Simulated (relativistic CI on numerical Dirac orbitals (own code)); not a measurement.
## Calculated levels, Zn XVI

These numbers are calculated, not measured: Dirac-Coulomb-Breit CI, orbitals from a KLI potential per configuration, QED by a radiative potential, unscaled Slater integrals (own radial code, finite nucleus).

Configuration list (outside the closed core [Ne]): 3s²3p³, 3s3p⁴, 3s²3p²3d, 3p⁵, 3s3p³3d, 3p⁴3d, 3s3p²3d², 3s²3p²4s, 3s²3p3d4p, 3p⁴4s, 3s²3p²4p, 3p⁴4p, 3s3p²3d4s, 3s²3p3d², 3s²3d³, 3s3p3d³, 3s²3d²4s, 3s²3d²4p, 3p³3d², 3p²3d³, 3p²3d²4s, 3p²3d²4p, 3s²3p3d4s, 3s3p3d²4s, 3s²3d4s², 3s²3d4s4p. Double excitations out of closed p, d and f shells are left out; levels of such configurations are missing from the list, as are those of other unlisted configurations, and high levels can miss mixing partners.

The lowest level is 3s²3p³ ⁴S°3/2, with 90 % of that term; Hund's rules for 3s²3p³ give ⁴S° with J = 3/2, in agreement.

```tsv
No.	Configuration	Term	J	E (cm⁻¹)	%	Lifetime (s)	jj configuration (%)
1	3s²3p³	⁴S°	3/2	0	90		3p3/2 (47)
2	3s²3p³	²D°	3/2	53777	77	1.85e-03	3p1/2 3p3/2^2 (55)
3	3s²3p³	²D°	5/2	66017	97	1.92e-02	3p1/2 3p3/2^2 (97)
4	3s²3p³	²P°	1/2	101554	96	6.27e-04	3p1/2 3p3/2^2 (96)
5	3s²3p³	²P°	3/2	120383	74	2.63e-04	3p3/2^3 (85)
6	3s3p⁴	⁴P	5/2	359662	86	4.01e-10	3s 3p3/2^2 (72)
7	3s3p⁴	⁴P	3/2	380471	87	3.49e-10	3s 3p1/2 3p3/2^3 (71)
8	3s3p⁴	⁴P	1/2	388242	85	3.18e-10	3s 3p3/2^2 (32)
9	3s3p⁴	²D	3/2	449690	71	1.66e-10	3s 3p1/2 3p3/2^3 (43)
10	3s3p⁴	²D	5/2	455893	74	1.98e-10	3s 3p1/2 3p3/2^3 (64)
11	3s²3p²3d	²P	3/2	513284	51	7.73e-11	3s 3p1/2 3p3/2^3 (33)
12	3s3p⁴	²S	1/2	519936	33	5.99e-11	3s 3p3/2^2 (36)
13	3s²3p²3d	⁴F	3/2	548762	88	1.06e-09	3p1/2^2 3d3/2 (50)
14	3s3p⁴	²S	1/2	552017	45	8.59e-11	3s 3p3/2^4 (42)
15	3s²3p²3d	⁴F	5/2	557133	84	1.91e-09	3p1/2 3p3/2 3d3/2 (51)
16	3s²3p²3d	⁴F	7/2	570013	88	1.49e-08	3p1/2 3p3/2 3d5/2 (70)
17	3s²3p²3d	²F	5/2	573931	73	2.50e-09	3p1/2 3p3/2 3d3/2 (69)
18	3s²3p²3d	⁴D	1/2	582963	91	3.39e-10	3p1/2 3p3/2 3d3/2 (69)
19	3s²3p²3d	²F	7/2	583000	50	1.16e-08	3p1/2 3p3/2 3d5/2 (54)
20	3s²3p²3d	⁴F	9/2	584347	92	3.65e-03	3p1/2 3p3/2 3d5/2 (56)
21	3s²3p²3d	⁴D	3/2	584385	88	3.92e-10	3p1/2 3p3/2 3d3/2 (45)
22	3s²3p²3d	⁴D	5/2	594337	63	5.85e-10	3p1/2 3p3/2 3d5/2 (53)
23	3s²3p²3d	⁴D	7/2	615242	45	3.98e-08	3p3/2^2 3d5/2 (85)
24	3s²3p²3d	²G	7/2	650279	91	9.45e-10	3p1/2 3p3/2 3d3/2 (41)
25	3s3p⁴	²P	3/2	654821	44	9.86e-12	3p1/2 3p3/2 3d5/2 (34)
26	3s²3p²3d	²G	9/2	658390	92	7.27e-04	3p3/2^2 3d5/2 (56)
27	3s²3p²3d	⁴P	5/2	666501	80	8.42e-12	3p1/2 3p3/2 3d5/2 (46)
28	3s²3p²3d	⁴P	3/2	674373	72	8.60e-12	3p1/2 3p3/2 3d3/2 (37)
29	3s²3p²3d	⁴P	1/2	676819	50	8.72e-12	3p1/2 3p3/2 3d3/2 (52)
30	3s²3p²3d	⁴P	1/2	684928	32	8.45e-12	3p3/2^2 3d3/2 (47)
```

Energies count from the lowest computed level; ° marks odd parity; lifetimes are radiative, by E1, M1, E2, M2, E3 decay to levels of this space only. Filled j subshells are mostly left out of the jj labels.

The mean weight of the leading LS term, summed over parents, in these 30 levels is 73 %, and that of the leading jj configuration (from the same eigenvectors) 56 %, so LS coupling describes them better.

At this charge energies of transitions that change n are usually good to better than 1 %, and those within a shell (Δn = 0) to a few per cent.

LS names give the leading component of a level, which can be under half, so a name can repeat, a term be missing and a line seem to break the LS rules.
